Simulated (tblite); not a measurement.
Input of a run (GFN2-xTB geometry optimisation, gas phase (tblite 0.8.0)), started from a force field or distance geometry:
```
{"job": {"kind": "relax", "xc": "GFN2-xTB", "basis": "xTB"}, "charge": 0, "multiplicity": 1}
C      3.253900     0.616000     0.762600
C      2.213900     0.039600     0.469900
C      0.995800    -0.671400     0.164500
F      0.793900    -1.695300     0.998000
C     -0.199900     0.251500     0.276600
C     -1.464500    -0.379900    -0.036900
N     -2.659400     0.366700     0.022400
O     -1.540400    -1.586100    -0.354200
H      4.161500     1.128500     0.998200
H      0.991300    -0.920000    -0.901800
H      0.014100     0.552700     0.874800
H     -0.281200     0.955400     1.138800
H     -2.773400     1.201400     0.677300
H     -3.506400     0.140500    -0.552300
```

Output (eV, eV/Å):
```
step      E/eV     max force
  0    -676.90135   51.849
  1    -684.21638   11.407
  2    -685.93738    2.843
  3    -686.19172    2.199
  4    -686.44007    2.622
  5    -686.53086    4.785
  6    -686.85432    2.828
  7    -687.43746    5.289
  8    -688.13179    9.761
  9    -688.71818   11.293
 10    -689.48418    5.857
 11    -690.25730    3.751
 12    -690.57411    3.733
 13    -690.85699    1.915
 14    -691.12613    1.163
 15    -691.21909    1.140
 16    -691.32868    0.707
 17    -691.36513    0.472
 18    -691.38468    0.368
 19    -691.39732    0.332
 20    -691.41230    0.277
 21    -691.42135    0.260
 22    -691.42632    0.177
 23    -691.42960    0.165
 24    -691.43327    0.176
 25    -691.43755    0.213
 26    -691.44220    0.202
 27    -691.44683    0.194
 28    -691.45092    0.245
 29    -691.45395    0.213
 30    -691.45591    0.149
 31    -691.45737    0.114
 32    -691.45870    0.148
 33    -691.45999    0.193
 34    -691.46118    0.162
 35    -691.46232    0.102
 36    -691.46351    0.096
 37    -691.46483    0.168
 38    -691.46631    0.227
 39    -691.46806    0.214
 40    -691.47008    0.131
 41    -691.47222    0.121
 42    -691.47434    0.136
 43    -691.47649    0.179
 44    -691.47900    0.155
 45    -691.48198    0.162
 46    -691.48511    0.157
 47    -691.48817    0.206
 48    -691.49114    0.231
 49    -691.49346    0.242
 50    -691.49473    0.173
 51    -691.49674    0.091
 52    -691.49808    0.116
 53    -691.49907    0.087
 54    -691.50034    0.098
 55    -691.50137    0.108
 56    -691.50228    0.099
 57    -691.50333    0.153
 58    -691.50452    0.116
 59    -691.50609    0.109
 60    -691.50768    0.113
 61    -691.50903    0.105
 62    -691.51014    0.108
 63    -691.51107    0.074
 64    -691.51159    0.059
 65    -691.51195    0.058
 66    -691.51233    0.057
 67    -691.51277    0.114
 68    -691.51316    0.072
 69    -691.51373    0.065
 70    -691.51455    0.120
 71    -691.51557    0.122
 72    -691.51730    0.147
 73    -691.51895    0.103
 74    -691.52007    0.084
 75    -691.52095    0.122
 76    -691.52191    0.115
 77    -691.52340    0.128
 78    -691.52523    0.145
 79    -691.52608    0.064
 80    -691.52650    0.076
 81    -691.52674    0.052
 82    -691.52712    0.053
 83    -691.52752    0.117
 84    -691.52807    0.165
 85    -691.52854    0.150
 86    -691.52890    0.074
 87    -691.52912    0.039
 88    -691.52924    0.042
 89    -691.52931    0.037
 90    -691.52939    0.022
 91    -691.52947    0.019
 92    -691.52952    0.019
 93    -691.52958    0.020
 94    -691.52963    0.018
 95    -691.52967    0.014
 96    -691.52970    0.013
 97    -691.52973    0.014
 98    -691.52976    0.014
 99    -691.52980    0.015
100    -691.52985    0.022
101    -691.52990    0.031
102    -691.52997    0.031
103    -691.53003    0.022
104    -691.53010    0.020
105    -691.53016    0.035
106    -691.53027    0.050
107    -691.53050    0.070
108    -691.53106    0.118
109    -691.53221    0.170
110    -691.53370    0.191
111    -691.53650    0.156
112    -691.53422    0.269
113    -691.53484    0.305
114    -691.54055    0.101
115    -691.54098    0.123
116    -691.54132    0.094
117    -691.54183    0.124
118    -691.54216    0.197
119    -691.54268    0.175
120    -691.54280    0.080
121    -691.54318    0.053
122    -691.54345    0.082
123    -691.54378    0.083
124    -691.54432    0.074
125    -691.54483    0.085
126    -691.54511    0.090
127    -691.54543    0.089
128    -691.54638    0.123
129    -691.54711    0.250
130    -691.54850    0.161
131    -691.54974    0.113
132    -691.54712    0.514
133    -691.55272    0.051
134    -691.55411    0.223
135    -691.55463    0.551
136    -691.55746    0.175
137    -691.55897    0.157
138    -691.55904    0.526
139    -691.56332    0.082
140    -691.56519    0.112
141    -691.56136    0.638
142    -691.56825    0.121
143    -691.56973    0.091
144    -691.56251    0.729
145    -691.57259    0.065
146    -691.57393    0.081
147    -691.57401    0.475
148    -691.57770    0.107
149    -691.57907    0.112
150    -691.58191    0.486
151    -691.58415    0.145
152    -691.58537    0.068
153    -691.58609    0.144
154    -691.58658    0.106
155    -691.58713    0.063
156    -691.58752    0.062
157    -691.58813    0.090
158    -691.58869    0.091
159    -691.58911    0.060
160    -691.58939    0.059
161    -691.58956    0.031
162    -691.58966    0.042
163    -691.58972    0.059
164    -691.58976    0.031
165    -691.58980    0.014
166    -691.58983    0.014
167    -691.58986    0.019
168    -691.58988    0.018
169    -691.58989    0.015
170    -691.58989    0.011
171    -691.58990    0.009
```

Q: Summarise the run.

A: The energy falls by 1417.2 kJ/mol over 171 L-BFGS steps, the largest force on an atom goes from 51.85 to 0.009 eV/Å, and the atoms move by 1.148 Å rms after alignment. The bond that changes most is C5–H11 (sp3 carbon next to a carbonyl to methylene hydrogen), which lengthens by 0.389 Å. Bonds longer at the end by more than 0.005 Å: 5 of 13; shorter: 7. Among the angles that change most is H11–C5–H12, from 25.1° to 109.4°. Among the dihedrals that turn most is H12–C5–C6–N7, from 40° to -167°. The energy rose by more than 1e-5 eV at steps 112, 132, 141 and 144. The first step brought 50 % of the lowering.

Q: What are the final bond lengths?

A: C1≡C2 1.196 Å, C2–C3 1.452 Å, C3–F4 1.392 Å, C3–C5 1.533 Å, C5–C6 1.527 Å, C6–N7 1.350 Å, C6=O8 1.209 Å, C1–H9 1.049 Å, C3–H10 1.099 Å, C5–H11 1.092 Å, C5–H12 1.090 Å, N7–H13 1.005 Å, N7–H14 1.007 Å. Numbering counts from 1 in the input's order; the species is `C#C[C@@H](F)CC(N)=O`.

Hardware: Arm Neoverse N1, one thread, no GPU, on a shared host. Cost: 1.4 s of wall time.

Its GFN2-xTB frequencies are all real (lowest 37 cm⁻¹). One conformer, not necessarily the lowest. 3 starts were optimised and ended at 0.00, 0.91 and 2.16 kcal/mol (GFN2-xTB); the lowest of these is shown.

These are computed values.
